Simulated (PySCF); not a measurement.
How methods differ on the ionisation energy of F²⁺

F²⁺ [He] 2s2 2p3 (4S) → F³⁺ [He] 2s2 2p2 (3P), as a difference of total energies. All numbers are calculated (PySCF 2.14, the spin-free X2C one-electron Hamiltonian (Gaussian nucleus), in ANO-RCC-VTZP). Correlated levels: valence: 1s2 frozen. The calculations carry no spin-orbit coupling.

| method | ionisation energy (eV) |
| --- | --- |
| UHF | 62.221 |
| MP2 (valence) | 62.783 |
| CCSD (valence) | 62.561 |
| CCSDT (valence) | 62.561 |

Problem. Estimate what SCS-MP2 (valence) gives.

Solution. 62.530 eV, closest to CCSD (valence) among the rows shown.

Problem. Estimate what CCSD(T) (valence) gives.

Solution. 62.563 eV, closest to CCSDT (valence) among the rows shown.

A first-order spin-orbit estimate (lowest level to lowest level, LS coupling) adds -0.056 eV.

Errors of the correlated levels include the incompleteness of this basis and the frozen core.

For comparison: 62.708 eV (semi-empirical (NIST evaluation); NIST Atomic Spectra Database, ionization energies).
